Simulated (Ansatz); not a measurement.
`N[SiH](O)Br` + HCl → `N[SiH](Cl)Br` + H₂O at 500 K and 1 bar (ligand exchange at the Si–O bond).

Isolated molecules relaxed with PBE0-D4/def2-TZVP in Ansatz; ΔE leaves out vibrations. CCSD(T)/CBS is the MP2 limit (def2-TZVPP, def2-QZVPP) plus CCSD(T) − MP2 in def2-TZVPP, frozen cores. This one scheme is used for every species. For Br outer-core shells are correlated without core-valence functions, which leaves a few kJ/mol of doubt a bond. Scalar relativity is left out up to krypton. One conformer a species, not always the lowest.

```json
{"species": "`N[SiH](O)Br`", "CCSD(T)/CBS energy (Eh)": "-2994.82102", "H − E (kJ/mol)": "174.5", "S (J/(mol·K))": "390.5"}
{"species": "HCl", "CCSD(T)/CBS energy (Eh)": "-460.38127", "H − E (kJ/mol)": "32.5", "S (J/(mol·K))": "201.9"}
{"species": "`N[SiH](Cl)Br`", "CCSD(T)/CBS energy (Eh)": "-3378.82013", "H − E (kJ/mol)": "139.0", "S (J/(mol·K))": "392.9"}
{"species": "H₂O", "CCSD(T)/CBS energy (Eh)": "-76.37941", "H − E (kJ/mol)": "73.2", "S (J/(mol·K))": "206.3"}
```

H − E and S are ideal-gas, rigid-rotor, harmonic terms from PBE0-D4/def2-TZVP, for one conformer and one mirror image of each species. 1 Eh = 2625.50 kJ/mol, R = 8.31446 J/(mol·K).

Task: By hand: ΔE, ΔH, ΔS and ΔG.

Result: ΔE = (-3378.82013) + (-76.37941) − (-2994.82102) − (-460.38127) = 0.00275 Eh = 7.2 kJ/mol. Δ(H − E) = 139.0 + 73.2 − 174.5 − 32.5 = 5.2, so ΔH = 12.4 kJ/mol. ΔS = 392.9 + 206.3 − 390.5 − 201.9 = 6.8 J/(mol·K). ΔG = 12.4 − 500 × (6.8)/1000 = 9.0 kJ/mol.

Task: By hand: the equilibrium constant, and the temperature at which ΔG would vanish if ΔH and ΔS stayed fixed.

Result: log₁₀ K = −ΔG/(RT ln 10) = -0.9. ΔG = 0 at ΔH/ΔS = 1824 K, though so small a ΔS makes that figure unsure.

The number of gas molecules stays the same, so ΔS is small and ΔH decides. A doubt of 5 kJ/mol in ΔE shifts log₁₀ K by 0.5 here. Other conformers and mirror images would add mixing entropy, several J/(mol·K) or more a flexible species. These are equilibria of isolated gas molecules and say nothing of rates. Largest T1 diagnostic: 0.009 (customary marks: 0.02 for closed shells, 0.045 for open ones).
